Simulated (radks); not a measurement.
All-electron atom: Zr+ in [Kr] 4d2 7s1 (not the ground configuration). All-electron calculation, scalar-relativistic Kohn-Sham, PBE, spin-unpolarised, spherical densities, finite nucleus; Fermi nuclear charge, rms radius 4.2694 fm. Program: a radial shooting solver on a logarithmic mesh with Libxc functionals.

Radial electron density D(r) = 4 pi r^2 rho(r):

```
   r/bohr * D(r) (the largest magnitude, 61.3, reaches the edge; | marks zero)
 0.002419 |  *
 0.002839 |   *
 0.003358 |    *
 0.003941 |      *
 0.004662 |        *
 0.005471 |          *
  0.00642 |             *
 0.007595 |                 *
 0.008913 |                     *
  0.01054 |                         *
  0.01237 |                              *
  0.01464 |                                   *
  0.01718 |                                       *
  0.02032 |                                          *
  0.02384 |                                            *
  0.02798 |                                            *
   0.0331 |                                          *
  0.03884 |                                        *
  0.04595 |                                      *
  0.05392 |                                     *
  0.06378 |                                       *
  0.07485 |                                           *
  0.08854 |                                                 *
   0.1039 |                                                     *
   0.1219 |                                                      *
   0.1442 |                                                  *
   0.1693 |                                          *
   0.2002 |                                   *
    0.235 |                                *
    0.278 |                                   *
   0.3262 |                                       *
   0.3859 |                                        *
   0.4528 |                                   *
   0.5314 |                          *
   0.6286 |                *
   0.7377 |          *
   0.8726 |        *
    1.024 |       *
    1.211 |       *
    1.422 |      *
    1.682 |    *
    1.973 |  *
    2.316 |*
    2.739 |*
    3.215 *
    3.803 *
    4.463 *
    5.279 *
    6.195 *
    7.328 *
      8.6 *
    10.09 *
    11.94 *
    14.01 *
    16.57 *
    19.45 *
    23.01 *
       27 *
```

D(r) has 5 maxima, at r = 0.0260, 0.115, 0.368, 5.28, 13.0 bohr, and minima at 0.0526, 0.235, 4.95 bohr, inside which lie 2.04, 11.06, 38.04 electrons.
